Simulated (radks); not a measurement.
Q: These are the eigenvalues of the occupied orbitals of an atom or ion with whole-number occupations (hartree). Calculated with a radial shooting solver on a logarithmic mesh with Libxc functionals: Dirac Kohn-Sham, LDA (Slater exchange, Perdew-Wang correlation), spin-unpolarised, spherical densities, finite nucleus; Fermi nuclear charge, rms radius of each element as measured or else 0.836 A^(1/3) + 0.57 fm.

| orbital | eigenvalue |
|---|---|
| 1s1/2 | -847.0750 |
| 2s1/2 | -124.5363 |
| 2p1/2 | -115.5297 |
| 2p3/2 | -110.2239 |
| 3s1/2 | -23.87515 |
| 3p1/2 | -20.34670 |
| 3p3/2 | -19.43274 |
| 3d3/2 | -13.16190 |
| 3d5/2 | -12.98133 |
| 4s1/2 | -4.96100 |
| 4p1/2 | -3.86519 |
| 4p3/2 | -3.71179 |
| 4d3/2 | -2.02503 |
| 4d5/2 | -2.00506 |

Which element is it, and in what charge state? The configuration may be excited. Open shells, if any, are shared by 2j + 1.

A: Z = 45, rhodium, charge +4: Rh4+ in [Kr] 4d5. The list shows which subshells hold electrons but not how many an open one holds; the 1s level, -847.08 hartree, gives Z - s = 41.2 by -(Z - s)^2/2, which with screening and relativity narrows Z to a few neighbours, and the depths of the outer levels then fix element, charge and occupations together.
